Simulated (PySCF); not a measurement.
Shifts of the heteroatoms

Mapped SMILES: `[CH3:1][Si:2]([CH3:3])([CH3:4])[CH:5]([F:6])[F:7]`. Each H is labelled by its parent atom.

[PySCF: B97-2/pcSseg-2 with gauge-including orbitals; PBE0-D3(BJ)/def2-TZVP structure; non-relativistic Hamiltonian; gas phase; one computed conformer; averaged over atoms made equivalent by symmetry, fast rotation or ring inversion]

Problem. Where does ¹⁹F resonate?

Solution. 
```tsv
atoms	environment	σ (ppm)	δ (ppm)
F6/F7	fluorine of a CF2 group	331.5	-141.7
```

Shieldings were converted by a linear fit to measured shifts: ¹⁹F (scatter 4.2 ppm rms, 5.7 ppm with the 8 outliers that the fit left out vs CFCl3, solution or neat liquid, with a term for F on sp3 carbon). Occasional misses reach two or three times the rms, and more in compound classes unlike the fitted ones.

On a 500 MHz spectrometer ¹⁹F resonates near 470.5 MHz, so 1 ppm is 470.5 Hz.

Problem. Where does ²⁹Si resonate?

Solution. 
```json
{"atoms": "Si2", "environment": "silicon bonded to 4 C", "σ (ppm)": "350.3", "δ (ppm)": "-10.2"}
```

Shieldings were converted by a linear fit to measured shifts: ²⁹Si: δ = 302.65 − 0.893σ (rms 6.0 ppm, 44 shifts, 28.9 ppm with the 5 outliers that the fit left out vs TMS, solution or neat liquid). Occasional misses reach two or three times the rms, and more in compound classes unlike the fitted ones.

On a 400 MHz spectrometer ²⁹Si resonates near 79.5 MHz, so 1 ppm is 79.5 Hz.
